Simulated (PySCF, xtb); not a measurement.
Ga(OH)2(OMe) (CH5GaO3), SMILES C[O][Ga]([OH])[OH].

GFN2-xTB in xtb at its own geometry gives an orbital gap of 3.77 eV and a dipole moment of 0.40 D.

Coordinates come from a PBE0-D3(BJ)/def2-SVP optimisation. The structure was generated by enumeration; whether it is a known compound was not checked. The values are those of a single conformer.

### Question
What does PBE/def2-TZVP run with PySCF give? (The exact figures need the calculation; the answer reports its results.)

### Answer
gap 4.60 eV (levels -6.39 and -1.79 eV), dipole 0.24 D.
